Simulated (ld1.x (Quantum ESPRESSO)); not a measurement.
## Configuration tests for Cr (TM)

chromium (Cr), norm-conserving Troullier–Martins (Kleinman–Bylander form), made with ld1.x (Quantum ESPRESSO) 7.5 (LDA (PZ), scalar-relativistic). Core [Ar], reference 3d5 4s0.75 4p0.25. Waves: 4s (bound): rc 2.15 bohr; 3d (bound): rc 1.75 bohr; 4p (bound): rc 3.40 bohr. Local part: the p channel. Core correction: Bessel-smoothed model core inside 1.00 bohr.

Energies are relative to the spin-unpolarised reference configuration 3d5 4s0.75 4p0.25; without spin polarisation the order of configurations can differ from experiment. Spin-polarised rows fill each open shell by Hund’s rule, majority spin first. Not all tests gave a result: 2 of 9 tests not solved or not reliable. Left out of the table: 3d4 4s0 4p0 (solver errors, printed error -286 meV); 3d4 4s1 4p0 (solver errors, printed error -199 eV).

```tsv
valence configuration	charge	ΔE all-electron (eV)	error AE − PS (meV)
3d5 4s1 4p0	0	-0.783	-0.3
3d5 4s0 4p0	+1	6.358	-14
3d2 4s0 4p0	+4	102.355	-3637
3d5 4s0.5 4p0	+0.5	2.036	-3.5
3d3 4s0 4p0	+3	53.727	-1498
3d5 4s0.75 4p0.25 (spin-polarised)	0	-4.862	+166
```

(1) What are ΔE and the potential's error for 3d5 4s1 4p0 (spin-polarised)?

Note: ghost state, extra bound levels that the all-electron valence spectrum of the same l lacks: s at -11.5 eV. A true bound ghost makes a file unfit for plane-wave use.

## Answers

(1) ΔE = -5.699 eV all-electron; the error (AE − PS) is +166 meV.
